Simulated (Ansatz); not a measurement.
`N[SiH2]C[SiH2]N`, charge 0, multiplicity 1.

Q: Give a relaxed structure at PBE0-D4/def2-TZVP (the Gaussian-basis code of Ansatz). (An estimate is asked.)

A: The calculation gave: 
Cartesian coordinates in Å:
```
N -2.152 -1.435 1.478
Si -0.986 -1.291 0.216
C 0.026 0.258 0.454
Si 0.935 0.801 -1.081
N 2.200 1.895 -0.663
H -1.846 -1.445 2.439
H -2.932 -2.060 1.351
H -1.762 -1.251 -1.054
H -0.027 -2.433 0.111
H 0.761 0.086 1.249
H -0.642 1.062 0.779
H 1.594 -0.345 -1.766
H -0.086 1.350 -2.026
H 2.934 2.069 -1.332
H 1.982 2.737 -0.154
```
Point group C2.
This is one stationary point; other conformers may exist.
